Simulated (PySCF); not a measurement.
## LaH3(H2O): from a saddle point downhill

PySCF 2.14.0, RKS PBE0, La lcecp-1-SVP with ECP46, H def2-SVP, O def2-SVP; non-relativistic Hamiltonian with scalar-relativistic core potentials where named; density fitting; no spin-orbit coupling. Relaxed within the symmetry of its start, the geometry (Cs) is

```xyz
7

La    0.1549   -0.1723    0.1723
H     1.1444    1.4964    1.0973
H    -1.0284   -1.4349    1.4349
H     1.1444   -1.0973   -1.4964
O    -1.2586    1.3408   -1.3408
H    -1.3203    2.2960   -1.2025
H    -1.3203    1.2025   -2.2960
```

and its lowest harmonic modes are -111, 54, 155, 206, 297, 346 cm⁻¹ (negative: unstable). It was moved along the lowest mode and relaxed again.

(1) Where does it end, and how much lower?

(2) How do the contacts change?

(3) Is the end a minimum?

State: singlet in the valence, with the 4f electrons in the core potential.

Results:

(1) In C1, 0.111 eV lower, after 25 steps:
```xyz
7

La    0.0482   -0.3060   -0.0222
H     0.3686    1.8609    0.2940
H    -0.9184   -1.3864    1.5342
H     1.5310   -1.3671   -1.1269
O    -1.3447    1.3303   -1.2797
H    -0.7391    1.9266   -0.7118
H    -1.4295    1.7468   -2.1448
```

(2) 
```
     contact  saddle (Å)  end (Å)
  La1–H2 (H)       2.149    2.213
  La1–H3 (H)       2.142    2.127
  La1–H4 (H)       2.149    2.132
La1–O5 (H2O)       2.564    2.490
La1–H6 (H2O)       3.187    2.466
```
Short contacts between ligands at the end: H2···H6 1.50 Å.

(3) Yes; lowest modes 186, 205, 282, 292, 433, 542 cm⁻¹.
